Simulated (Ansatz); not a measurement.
`C1C[SiH2]1` + `[SiH3]CS` → `S[SiH]1CC1` + `C[SiH3]`  (redistribution)

Isolated molecules relaxed with PBE0-D4/def2-TZVP in Ansatz; ΔE leaves out vibrations. CCSD(T)/CBS adds triple-zeta CCSD(T) − MP2 to the extrapolated MP2 energy (def2 sets, frozen cores). This one scheme is used for every species. Functionals use def2-TZVPP. Each species was taken in one conformer, which may not be the lowest.

```csv
level,ΔE (kJ/mol),difference from CCSD(T)/CBS
r2SCAN-D4,-123.2,-6.2
B97M-V,-125.5,-8.5
PBE0-D4,-119.8,-2.8
CAM-B3LYP-D4,-116.3,0.7
BLYP,-115.4,1.6
r2SCAN,-123.1,-6.1
PBE0,-119.7,-2.7
r2SCANh,-123.1,-6.1
r2SCAN0,-123.1,-6.1
LC-ωPBE,-119.3,-2.3
HF/def2-SVP,-117.7,-0.7
MP2/def2-SVP,-116.5,0.5
HF/def2-TZVPP,-117.2,-0.2
SCS-MP2/def2-TZVPP,-116.4,0.6
MP2/def2-QZVPP,-120.7,-3.7
SCS-MP2/def2-QZVPP,-116.8,0.2
CCSD(T)/CBS,-117.0,0
```

Largest T1 diagnostic among the species: 0.011.

At CCSD(T), def2-SVP lies +5.5 kJ/mol from the extrapolated value and def2-TZVPP +0.7 kJ/mol. Leaving LDA and LC-ωPBE aside and taking each functional with its dispersion term where it has one, the values, not all of them listed here, spread over 11.2 kJ/mol, from B97M-V to BLYP-D4.
